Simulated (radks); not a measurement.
Spherical quantum dot in the effective-mass picture: electrons in a parabolic well V = omega^2 r^2 / 2 with omega = 0.462, all in effective atomic units (hartree* = m*/eps^2 hartree, bohr* = eps/m* bohr), one dielectric constant everywhere. Method: non-relativistic Kohn-Sham, LDA (Slater exchange, Perdew-Wang correlation), spin-polarised, spherical densities; computed with a radial shooting solver with Libxc functionals. Levels are named by radial order and angular momentum (1s, 1p, 1d, 2s, ...), and open shells are averaged over m. Results are scaled to m* = 0.035 and eps = 8.8, for which hartree* = 12.3 meV and bohr* = 13.31 nm.

N = 9, configuration 1s2 1p6 1d(up 1, down 0). This is the lowest configuration that the search found. Occupied and some empty levels:

level,occupation,eigenvalue (meV),<r> (nm)
1s up,1,43.782,31.31
1s down,1,43.918,31.07
1p up,3,46.654,38.42
1p down,3,46.832,38.33
1d up,1,50.027,43.61
1d down,0,50.220,43.61
2s up,0,51.049,37.80
2s down,0,51.167,37.93
1f up,0,53.787,47.89
1f down,0,53.979,47.95
2p up,0,55.095,43.24
2p down,0,55.216,43.30

Energy (meV): total 268.366, kinetic 37.122, external 102.73, Hartree 159.12, exchange-correlation -30.604.

Electron density:

r (nm),n(r) (e/nm^3)
1.57,0.00001408
7.49,0.00001583
13.4,0.00001905
19.3,0.00002209
25.2,0.00002324
31.1,0.00002146
37.1,0.00001700
43.0,0.00001132
48.9,6.208e-06
54.8,2.775e-06
60.7,1.000e-06
66.6,2.904e-07
72.6,6.828e-08
78.5,1.295e-08
